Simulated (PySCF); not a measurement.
## Orbital picture of NaBr

PBE at R = 2.516 Å; basis Na pcseg-1, Br pcseg-1; no relativity; PySCF 2.14. State: ¹Σ⁺ (singlet), closed shell. Only the outer orbitals are listed, counted within each symmetry.

```json
{"orbital": "8σ", "occ.": "2", "ε (eV)": "-57.44", "on Na (%)": "100", "main shells (%)": "100 Na s"}
{"orbital": "4π", "occ.": "2", "ε (eV)": "-29.62", "on Na (%)": "100", "main shells (%)": "100 Na p"}
{"orbital": "4π", "occ.": "2", "ε (eV)": "-29.62", "on Na (%)": "100", "main shells (%)": "100 Na p"}
{"orbital": "9σ", "occ.": "2", "ε (eV)": "-29.58", "on Na (%)": "100", "main shells (%)": "100 Na p"}
{"orbital": "10σ", "occ.": "2", "ε (eV)": "-15.92", "on Na (%)": "1", "main shells (%)": "99 Br s"}
{"orbital": "11σ", "occ.": "2", "ε (eV)": "-5.43", "on Na (%)": "11", "main shells (%)": "89 Br p, 10 Na s"}
{"orbital": "5π", "occ.": "2", "ε (eV)": "-4.78", "on Na (%)": "3", "main shells (%)": "97 Br p"}
{"orbital": "5π", "occ.": "2", "ε (eV)": "-4.78", "on Na (%)": "3", "main shells (%)": "97 Br p"}
{"orbital": "12σ", "occ.": "0", "ε (eV)": "-2.29", "on Na (%)": "95", "main shells (%)": "77 Na s, 18 Na p"}
{"orbital": "6π", "occ.": "0", "ε (eV)": "0.60", "on Na (%)": "97", "main shells (%)": "97 Na p"}
{"orbital": "6π", "occ.": "0", "ε (eV)": "0.60", "on Na (%)": "97", "main shells (%)": "97 Na p"}
```

Question: Which are the highest filled and the lowest empty level, where do they sit, and how wide is the gap?

Answer: Highest filled 5π at -4.78 eV (in %: 97 Br p); lowest empty 12σ at -2.29 eV (in %: 77 Na s, 18 Na p); the gap at PBE is 2.49 eV.

- bond order (Mayer): 0.64
- ⟨S²⟩: 0.000
- charge on Na (Mulliken, basis-dependent): 0.65
- charge on Na (Löwdin, basis-dependent): 0.48
- dipole moment (positive dipole means Na(−)Br(+)): -8.39 D
- polarisability along the bond: 53.5 bohr³
- polarisability across the bond: 25.3 bohr³
